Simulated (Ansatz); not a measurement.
`[BH2][GaH][SiH2]C` at its PBE0-D4/def2-TZVP geometry, where that method's forces vanish. The species carries charge 0 and has multiplicity 1.

```xyz
12

B     1.2342   -1.0397    2.6699
Ga    0.5809    0.2998    1.2486
Si   -0.6419   -0.3711   -0.7342
C    -0.6780    0.9279   -2.0937
H     0.5448   -1.3839    3.5885
H     2.3157   -1.5537    2.6075
H     0.8329    1.8519    1.4133
H    -0.0953   -1.6488   -1.2809
H    -2.0415   -0.6744   -0.3021
H    -1.2766    0.5884   -2.9421
H    -1.1062    1.8612   -1.7219
H     0.3310    1.1423   -2.4529
```

(1) What forces (eV/Å) does ωB97M-V/def2-TZVPP give on these atoms in Ansatz? (Best estimate.)

Answers

(1) Ansatz gave: 
```
B1   0.050 -0.116  0.114
Ga2 -0.044  0.092 -0.103
Si3 -0.032 -0.117  0.070
C4  -0.007  0.010 -0.027
H5   0.107  0.051 -0.131
H6  -0.158  0.076  0.015
H7  -0.010 -0.125  0.005
H8  -0.058  0.135  0.053
H9   0.144  0.033 -0.054
H10  0.049  0.036  0.065
H11  0.031 -0.063 -0.031
H12 -0.073 -0.011  0.023
```
